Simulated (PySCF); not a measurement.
Compound: C₈H₁₀NP.
Cartesian coordinates in Å at the GFN2-xTB level; atoms count from 1:
```xyz
20
C8H10NP angstrom
C     -2.4121   -1.5088    0.0188
C     -1.6930   -0.1952   -0.0936
C     -2.4273    0.9690   -0.2685
P     -1.7281    2.5454   -0.4083
C     -0.0595    2.1124   -0.2552
C      0.3962    0.8138   -0.0727
C      1.8471    0.5654    0.0568
C      2.4195   -0.7083   -0.5135
C      2.3128   -0.5477    0.9614
N     -0.3767   -0.2649   -0.0014
H     -3.1679   -1.6027   -0.7580
H     -1.6983   -2.3230   -0.0652
H     -2.9076   -1.5764    0.9868
H     -3.5058    0.8917   -0.3238
H      0.6691    2.9116   -0.3047
H      2.4612    1.4557    0.0039
H      1.7204   -1.3736   -0.9947
H      3.3927   -0.6611   -0.9784
H      1.5418   -1.1063    1.4683
H      3.2102   -0.3864    1.5391
```

Computed at PBE0/pcSseg-1 (PySCF, non-relativistic), with Q(14N) = 0.02044 b: N10, 14N (I = 1): χzz = -5.050 MHz, η = 0.210.

(1) Find the zero-field quadrupole resonance frequencies of 14N at N10.

Answers

(1) From ν± = (3/4)|χ|(1 ± η/3) and ν0 = |χ|η/2: ν+ 4.053 MHz, ν− 3.522 MHz, ν0 0.531 MHz (pyridine-type nitrogen).

In a crystal, neighbours and librations shift these lines. One conformer (not necessarily the lowest) at the GFN2-xTB geometry, without solvent, vibrations or thermal averaging. GFN2-xTB bond lengths can be off by several hundredths of an ångström, more for odd bonds, and the gradients follow them. These gradients aren't converged with respect to the basis.
